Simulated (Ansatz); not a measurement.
`C1[NH][InH][CH2]O1`, charge 0, multiplicity 1.

Question: Give a relaxed structure at PBE0-D4/def2-TZVP (the Gaussian-basis code of Ansatz). (Estimate.)

Answer: Computed: 
Cartesian coordinates in Å:
```
C 0.425 0.095 1.171
N 1.246 0.495 0.065
In 0.207 0.200 -1.674
C -1.336 -0.458 -0.289
O -0.554 -0.874 0.806
H 1.006 -0.368 1.972
H -0.120 0.959 1.592
H 2.231 0.355 0.216
H 0.833 0.537 -3.215
H -1.927 -1.307 -0.627
H -2.012 0.366 -0.016
```
This is one stationary point; other conformers may exist.
